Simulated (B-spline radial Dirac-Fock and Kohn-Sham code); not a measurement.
Method: relaxed Dirac-Fock hole states (ΔSCF) with Breit and QED corrections and a finite nucleus. Computed with a radial finite-basis atomic code. Electron correlation is not included.

**Question.** Identify the element and charge state from the binding energies below (tabulated ground configuration; the least bound level is included).

| level | binding energy (eV) |
| --- | --- |
| M1 | 1717.4 |
| M2 | 1538.1 |
| M3 | 1424.8 |
| M4 | 1116.7 |
| N4 | 190.4 |
| O3 | 68.20 |
| N6,7 | 58.55 |

**Answer.** Pm⁴⁺: Z = 61 with 57 electrons, [Xe] 4f3.
